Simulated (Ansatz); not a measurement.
Cost and result for the atomization energy of CH₅Ga, SMILES `[CH3][GaH2]` (7 atoms, 6 bonds).

```xyz
7

C     0.773    0.330    0.335
Ga   -0.910   -0.405   -0.367
H     1.003    1.258   -0.199
H     0.714    0.562    1.399
H     1.608   -0.353    0.160
H    -0.920   -1.193   -1.730
H    -2.268   -0.199    0.401
```

Charge 0, multiplicity 1. Correlated methods include outer-core shells of Ga, which these sets cover unevenly. Scalar relativity is left out up to krypton. All single points use the PBE0-D4/def2-TZVP geometry. Program: Ansatz. All runs use 2 threads of a server CPU on a shared host. Times are those of one run each, without the atoms' runs, and a repeat can differ threefold. Electronic energies, without spin–orbit coupling; frozen cores. CCSD(T)/CBS adds CCSD(T) − MP2 in def2-TZVPP to the MP2 limit, and its time is that of the two runs behind it. T1 = 0.012. With those shells the extrapolation isn't a true limit.

CCSD(T)/CBS is a level of theory with its own doubt, some kJ/mol a heavy atom from the limit and from the frozen cores, so smaller differences don't rank the functionals.

| level | functions | wall time |
| --- | --- | --- |
| LDA (SPW92)/def2-TZVPP | 149 | 0.75 s |
| revPBE-D4/def2-TZVPP | 149 | 1.2 s |
| BLYP-D4/def2-TZVPP | 149 | 1.2 s |
| CCSD(T)/def2-SVP | 71 | 1.4 s |
| PBE-D4/def2-TZVPP (with forces) | 149 | 1.6 s |
| CAM-B3LYP-D4/def2-TZVPP | 149 | 1.9 s |
| B2PLYP/def2-TZVPP | 149 | 2.8 s |
| ωB97X-V/def2-TZVPP | 149 | 5.5 s |
| B97M-V/def2-TZVPP | 149 | 6.5 s |
| ωB97M-V/def2-TZVPP (with forces) | 149 | 7.5 s |
| MP2/def2-QZVPP | 296 | 9 s |
| CCSD(T)/def2-TZVPP | 149 | 17 s |
| CCSD(T)/CBS(def2) | – | 26 s |

Problem. What atomization energy does each give, and how far from CCSD(T)/CBS? (An estimate is asked.)

Solution. The calculation gave: 
```csv
level,atomization (kcal/mol),difference from CCSD(T)/CBS,per bond
LDA (SPW92)/def2-TZVPP,557.9,54.8,9.1
revPBE-D4/def2-TZVPP,490.9,-12.2,-2.0
BLYP-D4/def2-TZVPP,493.0,-10.1,-1.7
CCSD(T)/def2-SVP,479.8,-23.3,-3.9
PBE-D4/def2-TZVPP (with forces),499.3,-3.8,-0.6
CAM-B3LYP-D4/def2-TZVPP,502.9,-0.2,0.0
B2PLYP/def2-TZVPP,495.7,-7.4,-1.2
ωB97X-V/def2-TZVPP,503.2,0.1,0.0
B97M-V/def2-TZVPP,505.0,1.9,0.3
ωB97M-V/def2-TZVPP (with forces),500.7,-2.4,-0.4
MP2/def2-QZVPP,497.7,-5.4,-0.9
CCSD(T)/def2-TZVPP,495.5,-7.6,-1.3
CCSD(T)/CBS(def2),503.1,0.0,0.0
```

Leaving LDA and LC-ωPBE aside and taking each functional with its dispersion term where it has one, the values spread over 14.1 kcal/mol, from revPBE-D4 to B97M-V. LDA lies +60.6 kcal/mol from PBE without D4, its usual overbinding. In def2-TZVPP, CCSD(T) changes the Hartree–Fock value by +114.0 kcal/mol (the triples alone add +4.1 kcal/mol) and MP2 by +111.7 kcal/mol; breaking electron pairs costs correlation energy, which Hartree–Fock lacks. The D4 term adds +3.4 kcal/mol with B3LYP and +1.7 kcal/mol with PBE0; it sums over pairs of atoms, weighted by their polarisabilities, and B3LYP, whose exchange is more repulsive, gets the larger term.

B3LYP here is the variant with VWN-RPA as its local correlation; programs differ in this.
